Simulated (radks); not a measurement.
Neutral lanthanum inside a hard spherical wall (all orbitals vanish at R), configuration held at [Xe] 5d1 6s2 and not refilled when levels cross. Calculated with a radial shooting solver on a logarithmic mesh with Libxc functionals: scalar-relativistic Kohn-Sham, PBE, spin-polarised, spherical densities, point nucleus; open shells are filled with parallel spins first (spin-orbit coupling, left out, can overturn this in heavy ions). Eigenvalues in eV for spin up, with the zero of energy where the potential of the charges vanishes at infinity; a dash marks a level that is unbound or too diffuse for the functional's potential to be trusted. A positive occupied level is held by the wall or, in an anion where self-interaction has pushed it up, behind a barrier. The pressure on the wall is -dE/dV.

R (bohr),E (hartree),kinetic (hartree),e(5s),e(5p),e(6s),e(5d),"e(6p, empty)","e(7s, empty)",pressure (GPa)
free,-8493.2898,8984.332,-39.035,-22.568,-3.816,-3.306,-1.425,-,0
20,-8493.2898,8984.332,-39.035,-22.568,-3.816,-3.306,-1.424,0.001,< 0.0001
15,-8493.2898,8984.333,-39.031,-22.564,-3.813,-3.303,-1.411,0.361,0.000321
10,-8493.2858,8984.366,-38.811,-22.348,-3.642,-3.117,-1.037,2.824,0.0895
7,-8493.2247,8984.689,-37.395,-20.982,-2.208,-1.906,1.324,11.405,2.87
6,-8493.1243,8985.115,-36.086,-19.745,-0.391,-0.680,4.059,19.521,10.2
5,-8492.8473,8986.191,-33.784,-17.593,3.913,1.777,10.154,35.593,42.7
3,-8487.9802,9003.840,-16.342,0.752,56.881,26.676,73.897,170.54,2130
2.5,-8481.2240,9025.798,0.149,19.979,113.23,52.584,136.27,289.30,7920
1.5,-8394.6953,9274.121,183.96,227.38,603.94,293.56,647.81,1180.5,266000
